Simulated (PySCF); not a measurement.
A PySCF script (with the pyscf-properties extension) for the NMR shieldings of SMILES B/C=C/[C@@H](C)N[SiH3], C₄H₁₂BNSi, on a GFN2-xTB geometry:

```python
import basis_set_exchange as bse
import numpy as np
from pyscf import gto, dft
from pyscf.prop import nmr

atoms = """
B     2.804582    1.554430    0.502960
C     1.663513    0.770163   -0.162826
C     0.870658   -0.086336    0.493316
C    -0.301421   -0.812574   -0.096653
C    -0.248482   -2.307088    0.221579
N    -1.526078   -0.232288    0.425020
Si   -2.234443    1.192893   -0.225190
H     2.995949    1.435599    1.651398
H     3.484530    2.265385   -0.130069
H     1.462959    0.891398   -1.223487
H     1.013825   -0.247338    1.555867
H    -0.316349   -0.668473   -1.181797
H     0.646994   -2.751274   -0.205950
H    -1.122969   -2.803998   -0.191020
H    -0.234901   -2.464210    1.298690
H    -1.605608   -0.389651    1.419548
H    -2.515584    0.883019   -1.628120
H    -3.443084    1.374075    0.575099
H    -1.403897    2.405519   -0.164483
"""
names = dict.fromkeys(["B", "C", "N", "Si", "H"], "pcSseg-1")
basis = {el: gto.basis.parse(bse.get_basis(n, elements=[el], fmt="nwchem")) for el, n in names.items()}
mol = gto.M(atom=atoms, basis=basis, charge=0, verbose=0)
mf = dft.RKS(mol, xc="PBE0")
mf.grids.level = 2
mf.grids.alignment = dft.numint.BLKSIZE   # the property module wants whole blocks of grid points
mf.conv_tol = 1e-9
mf.kernel()

calc = nmr.RKS(mf)   # GIAO
C = mf.mo_coeff
Co = C[:, mf.mo_occ > 0]
resp = mf.gen_response(singlet=True, hermi=2)
def vind(x):   # induced exchange potential for any number of trial vectors
    d = np.einsum("pi,xij,qj->xpq", C, 2 * x.reshape(-1, C.shape[1], Co.shape[1]), Co, optimize=True)
    return np.einsum("xpq,pi,qj->xij", resp(d - d.transpose(0, 2, 1)), C, Co, optimize=True).ravel()
mo1, _ = nmr.rhf.solve_mo1(calc, with_cphf=vind)
sigma = calc.kernel(mo1)
for i, s in enumerate(sigma):   # ppm
    w = np.linalg.eigvalsh((s + s.T) / 2)
    print("%2d %-2s iso %8.1f  s11 %8.1f  s22 %8.1f  s33 %8.1f" % (i, mol.atom_pure_symbol(i), w.mean(), *w))
```

Question: What are the results?

Answer: 
```
 0 B  iso     27.7  s11    -25.9  s22    -18.5  s33    127.6
 1 C  iso     45.9  s11    -65.4  s22     34.1  s33    169.0
 2 C  iso      6.7  s11   -103.3  s22      2.0  s33    121.4
 3 C  iso    127.0  s11    114.1  s22    129.4  s33    137.5
 4 C  iso    160.6  s11    144.0  s22    152.4  s33    185.3
 5 N  iso    225.2  s11    195.6  s22    215.5  s33    264.4
 6 Si iso    409.3  s11    364.2  s22    388.3  s33    475.3
 7 H  iso     24.8  s11     17.8  s22     28.0  s33     28.5
 8 H  iso     24.7  s11     19.5  s22     26.8  s33     27.6
 9 H  iso     24.8  s11     19.7  s22     24.8  s33     29.9
10 H  iso     25.2  s11     21.0  s22     25.8  s33     28.7
11 H  iso     28.7  s11     25.7  s22     27.9  s33     32.3
12 H  iso     30.4  s11     26.2  s22     27.8  s33     37.0
13 H  iso     30.1  s11     26.3  s22     27.9  s33     36.1
14 H  iso     30.7  s11     27.4  s22     29.0  s33     35.7
15 H  iso     32.0  s11     23.8  s22     31.1  s33     41.3
16 H  iso     27.2  s11     23.6  s22     25.6  s33     32.5
17 H  iso     27.2  s11     23.7  s22     25.3  s33     32.7
18 H  iso     27.2  s11     23.4  s22     26.0  s33     32.0
```

These numbers come from an equivalent density-fitted implementation of the same equations, which agrees with the script to about 0.01 ppm for H and up to a few tenths of a ppm for heavy atoms, so last digits may differ.

Size and cost of the density-fitted run: 186 basis functions, 52 s wall time on 1 thread of an Arm Neoverse N1, shared host; peak memory 0.84 GiB.
